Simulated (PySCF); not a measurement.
## Calculated properties of `O[SiH2][SiH2][Si@H]([SiH3])P`

H₁₁OPSi₄.
Atom-mapped SMILES: `[OH:1][SiH2:2][SiH2:3][Si@H:4]([SiH3:5])[PH2:6]` (hydrogens: H7 on O1; H8, H9 on Si2; H10, H11 on Si3; H12 on Si4; H13, H14, H15 on Si5; H16, H17 on P6)

**GFN2-xTB geometry**

```
Point group of the GFN2-xTB geometry                  : C1
Rotational constants A, B, C of the GFN2-xTB geometry : 1.863, 0.632, 0.499 GHz
```

wB97X-D/def2-SVPD ground state and vertical TDDFT (core frozen in the response) (PySCF):

```
Dipole moment                                                     : 1.72 D
HOMO energy                                                       : -9.22 eV
LUMO energy                                                       : 0.36 eV
HOMO–LUMO gap                                                     : 9.58 eV
Lowest singlet excitation                                         : 5.62 eV (220 nm, f = 0.082)
Strongest line among the 8 lowest singlet transitions             : S4 at 6.40 eV (194 nm, f = 0.130)
Lowest triplet excitation (Tamm–Dancoff)                          : 5.05 eV
Static isotropic polarisability                                   : 150.2 au
Electronic spatial extent ⟨r²⟩ about the centre of nuclear charge : 2249 bohr²
```

Monoisotopic mass (most abundant isotopes): 169.9625 u.

The largest Löwdin shares of the HOMO are 0.41 on P6, 0.15 on Si4, 0.12 on Si5 and 0.05 on O1. The principal polarisabilities are 116.5, 146.8 and 187.3 au; their mean is the isotropic value. No computed singlet falls in the visible range (750 to 380 nm, 1.65 to 3.26 eV); S1 lies 2.36 eV above its blue end.

Isolated species at its GFN2-xTB geometry (one conformer only).

The values belong to the conformer `[OH:1][SiH2:2][SiH2:3][Si@H:4]([SiH3:5])[PH2:6]`: O1–Si2–Si3–Si4 -40°, Si2–Si3–Si4–Si5 153°, H–O1–Si2–Si3 54°, H–P6–Si4–Si3 171°, H–P6–Si4–Si3 78°.
